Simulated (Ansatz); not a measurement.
cis-Cu(H2O)2Cl2 (CuCl₂O₂H₄): single points at one geometry.

```yaml
crystal:
  periodic: [false, false, false]
  atoms:
    - {symbol: Cu, position_ang: [-0.391026, -0.463023, 0.169543]}
    - {symbol: O, position_ang: [1.571678, -0.355898, -0.549771]}
    - {symbol: H, position_ang: [1.624942, -1.347608, -0.417380]}
    - {symbol: H, position_ang: [2.141949, 0.013336, 0.154885]}
    - {symbol: O, position_ang: [-0.499762, 1.625554, 0.085152]}
    - {symbol: H, position_ang: [-1.462997, 1.539423, 0.347040]}
    - {symbol: H, position_ang: [-0.527877, 1.898199, -0.854494]}
    - {symbol: Cl, position_ang: [-2.562506, -0.292076, 0.632788]}
    - {symbol: Cl, position_ang: [0.105619, -2.617897, 0.432226]}
basis:
  gaussian: {orbitals: 6-31G}
magnetization: {spin_polarized: true, initial_magnetization: 1}
hamiltonian: {xc: hf}
scf: {omitted_lower_state_checks: [starts]}
output: {orbitals: {seedname: orbitals}}
```

The file start.molden holds the orbitals of an earlier run on this structure, at another level or in another basis.

```sh
$ ansatz run in.yaml --threads 4 --pin off --events-out ev --progress --plain --max-ram 4787MiB
```

Output, abridged:

```
Functional definition: HF
847 factors; integrals over basis functions are off by at most 2.6e-4 eV
mean field evaluation 1: about -73727.4843 eV, gradient 3.7e1 eV
mean field evaluation 2: about -73727.4951 eV, gradient 3.7e1 eV
mean field evaluation 4: about -73734.0805 eV, gradient 9.3e0 eV
mean field evaluation 8: about -73735.6836 eV, gradient 5.8e-1 eV
mean field evaluation 16: about -73735.6878 eV, gradient 2.1e-5 eV
mean field -73735.68783675 eV, -2709.7365481563 hartree, gradient 2.1e-5 eV, S^2 0.751553; 0 other end points of the search recorded, 0 dependent functions left out
reference -73735.68783675 eV, -2709.7365481563 hartree; 42, 41 occupied and 39, 40 virtual orbitals, 847 factors
Total energy: -73735.68783675 eV, -2709.7365481563 hartree
Checks for a lower state left out: starts
```

It took 1.1 s on 4 threads of Arm Neoverse V1 on a shared host.

The first input with `gaussian: {orbitals: def2-SVP, initial_orbitals: start.molden}`, `hamiltonian: {xc: {name: LC-wPBE, parameters: {omega: 0.2/bohr}}}` (abridged; 3.4 s):

```
Functional definition: LC-wPBE
mean field -73813.09311251 eV, -2712.5811395732 hartree, gradient 2.1e-5 eV, S^2 0.751894
Total energy: -73813.09311255 eV, -2712.5811395748 hartree
Checks for a lower state left out: starts
```

First input, but with `gaussian: {orbitals: def2-TZVP, initial_orbitals: start.molden}`, `hamiltonian: {xc: {name: CAM-B3LYP}, dispersion: d4}` (abridged; 9.5 s):

```
Functional definition: CAM-B3LYP
mean field -73853.29725976 eV, -2714.0586147333 hartree, gradient 1.9e-5 eV, S^2 0.753883
Total energy: -73853.48827224 eV, -2714.0656343126 hartree
Checks for a lower state left out: starts
```

As the first input, with `gaussian: {orbitals: def2-SVP, initial_orbitals: start.molden}`, `hamiltonian: {xc: pbe0, dispersion: d4}` (abridged; 3.6 s):

```
Functional definition: PBE0
mean field -73811.59173948 eV, -2712.5259651320 hartree, gradient 2.9e-5 eV, S^2 0.753039
Total energy: -73811.77722750 eV, -2712.5327816912 hartree
Checks for a lower state left out: starts
```

First input, but with `gaussian: {orbitals: def2-TZVPD, initial_orbitals: start.molden}` (abridged; 23 s):

```
Functional definition: HF
mean field -73748.91202393 eV, -2710.2225280715 hartree, gradient 1.1e-5 eV, S^2 0.753947
Total energy: -73748.91202393 eV, -2710.2225280715 hartree
Checks for a lower state left out: starts
```

As the first input, with `gaussian: {orbitals: def2-SVP, initial_orbitals: start.molden}`, `hamiltonian: {xc: pbe, dispersion: d4}` (abridged; 2.2 s):

```
Functional definition: PBE
mean field -73809.32866176 eV, -2712.4427985600 hartree, gradient 2.2e-5 eV, S^2 0.750988
Total energy: -73809.54589454 eV, -2712.4507817173 hartree
Checks for a lower state left out: starts
```

Geometry: PBE-D4/def2-SVP.

The 6-31G sets use Cartesian d functions.
